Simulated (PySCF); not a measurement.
C₄H₄BN, SMILES C(B(C#C)N)#C. Atoms are numbered in the order given.

```xyz
10

C      0.0000    -2.3866    -0.9849
C      0.0000    -1.3335    -0.3664
B      0.0000     0.0000     0.3991
N      0.0000     0.0000     1.7995
C      0.0000     1.3335    -0.3664
C      0.0000     2.3866    -0.9849
H      0.0000    -3.3111    -1.5340
H      0.0000    -0.8533     2.3454
H      0.0000     0.8533     2.3454
H      0.0000     3.3111    -1.5340
```
Charge 0, spin multiplicity 1.

The structure is a stationary point at r2SCAN-D4/def2-SVP. This is a generated structure with no PubChem entry under its InChIKey; it may be hypothetical. One conformer was computed; it need not be the lowest.

Two levels are set side by side: PBE/pcSseg-1 (PySCF) and PBE0/pcSseg-1 (PySCF). GIAO shifts against BF3 (¹¹B), NH3 (¹⁵N), TMS (¹H), TMS (¹³C) at the same level; non-relativistic, no solvent, atoms listed together averaged. Differences are taken from unrounded values.

```
quantity                 PBE0    PBE  PBE minus PBE0
----------------------  -----  -----  --------------
δ(¹³C) of C1, C6 (ppm)  103.2   99.3            -3.9
δ(¹³C) of C2, C5 (ppm)   94.0   94.8             0.8
δ(¹¹B) of B3 (ppm)        7.8    5.1            -2.7
δ(¹⁵N) of N4 (ppm)      124.6  132.5             7.9
δ(¹H) of H7, H10 (ppm)   3.00   2.87           -0.13
δ(¹H) of H8, H9 (ppm)    4.47   4.56            0.08
```

Rough cost on one machine, each run with all the roots and properties that it gave: PBE0 against PBE within a factor of 2.
